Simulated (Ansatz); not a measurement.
`OC(O)[SiH3]` + H₂S → `[SiH3]S` + `OCO`  (ligand exchange at the Si–C bond)

Program: Ansatz. Geometries: PBE0-D4/def2-TZVP. ΔE: electronic, gas phase. CBS: MP2 limit from def2 TZ/QZ plus the TZ coupled-cluster correction, frozen cores. This one scheme is used for every species. DFT in def2-TZVPP. Each species was taken in one conformer, which may not be the lowest.

`OC(O)[SiH3]`:

Cartesian coordinates in Å:
```
O 0.424 -1.485 -0.509
C 0.211 -0.102 -0.623
O 1.420 0.622 -0.612
Si -0.946 0.415 0.805
H 0.958 -1.771 -1.258
H -0.237 0.147 -1.593
H 1.841 0.487 0.244
H -2.170 -0.425 0.852
H -1.323 1.840 0.621
H -0.178 0.271 2.072
```

H₂S:

```xyz
3

S    -0.294    0.297    0.457
H     0.111    0.651   -0.771
H     0.183   -0.948    0.314
```

`[SiH3]S`:

```xyz
6

Si   -0.446    0.228    0.166
S     1.638   -0.246    0.169
H    -0.850    0.912   -1.088
H    -0.630    1.138    1.321
H    -1.283   -0.987    0.340
H     1.572   -1.045   -0.909
```

`OCO`:

Cartesian coordinates in Å:
```
O 0.556 0.951 0.522
C -0.389 0.000 0.131
O 0.128 -0.950 -0.752
H 1.266 0.491 0.982
H -1.207 0.574 -0.317
H -0.769 -0.575 0.982
H 0.414 -0.491 -1.547
```

(1) Is it downhill or uphill in electronic energy at CCSD(T)/CBS, and by how much? (Estimate.)

(2) What do these levels give: PBE-D4, r2SCAN-D4, PBE0-D4, r2SCAN, HF/def2-QZVPP, CCSD/CBS(def2)? (Best estimate.)

Largest T1 diagnostic among the species: 0.012.

## Answers

(1) The calculation gave: Downhill: ΔE = -0.87 eV.

(2) The calculation gave: PBE-D4 -0.84, r2SCAN-D4 -0.88, PBE0-D4 -0.89, r2SCAN -0.89, HF/def2-QZVPP -0.99, CCSD/CBS(def2) -0.89 eV.

In def2-TZVPP, CCSD(T) changes the Hartree–Fock value by +0.13 eV (the triples alone add +0.01 eV) and MP2 by +0.08 eV. From PBE to PBE0 (25 % exact exchange), in def2-TZVPP and without D4, ΔE moves by −0.05 eV.
